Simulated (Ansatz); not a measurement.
Compare A (`[SiH3][GeH2][SiH2][SiH2][GeH3]`) with its isomer B (`[SiH3][GeH2][SiH2][GeH2][SiH3]`).

Program: Ansatz. Geometries: PBE0-D4/def2-TZVP. ΔE: electronic, gas phase. CCSD(T)/CBS adds triple-zeta CCSD(T) − MP2 to the extrapolated MP2 energy (def2 sets, frozen cores). Functionals use def2-TZVPP. B3LYP here is the variant with VWN-RPA as its local correlation; programs differ in this. For Ge outer-core shells are correlated without core-valence functions, which leaves a few kJ/mol of doubt a bond. Scalar relativity is left out up to krypton. Each species was taken in one conformer, which may not be the lowest.

Question: Which is lower in electronic energy at CCSD(T)/CBS, and by how much? (An estimate is asked.)

Answer: Ansatz gave: B, by 15.0 kJ/mol.

Question: Give E(B) − E(A) in kJ/mol with CCSD/def2-TZVPP, ωB97M-V, MP2/def2-TZVPP, r2SCAN-D4, B3LYP, HF/def2-TZVPP, B2PLYP. (Best estimate.)

Answer: Computed: CCSD/def2-TZVPP -14.9, ωB97M-V -15.4, MP2/def2-TZVPP -17.1, r2SCAN-D4 -12.0, B3LYP -15.0, HF/def2-TZVPP -16.1, B2PLYP -15.5. None reverses the order clearly.

Largest T1 diagnostic: 0.013.

Leaving LDA and LC-ωPBE aside and taking each functional with its dispersion term where it has one, the values, not all of them listed here, spread over 10.6 kJ/mol, from B2PLYP to B97M-V.
